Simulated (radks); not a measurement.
Question: Valence configurations of Ho (all share [Xe]). Method: Dirac Kohn-Sham, LDA (Slater exchange, Perdew-Wang correlation), spin-unpolarised, spherical densities, point nucleus; open shells fill j = l - 1/2 first; computed with a radial shooting solver on a logarithmic mesh with Libxc functionals. Order these by energy: 4f10 5d1 6s2; 4f11 6s2; 4f10 6s2 6p1; 4f11 5d0.5 6s1.5; 4f11 6s1 6p1; 4f9 5d2 6s2; 4f11.5 6s1.5; 4f11 5d1 6s1.

Answer: From the lowest, in eV above it: 4f11 6s2 0.000; 4f11.5 6s1.5 1.190; 4f11 5d0.5 6s1.5 1.330; 4f11 6s1 6p1 2.644; 4f11 5d1 6s1 2.695; 4f10 5d1 6s2 3.860; 4f10 6s2 6p1 5.351; 4f9 5d2 6s2 12.967. NIST lists [Xe] 4f11 6s2 as the ground configuration; this level of theory agrees among the configurations tried. The energies are those of spherical spin-averaged densities, not of single terms. No valid solution was reached for [Xe] 4f12 6s1; [Xe] 4f12 6p1.
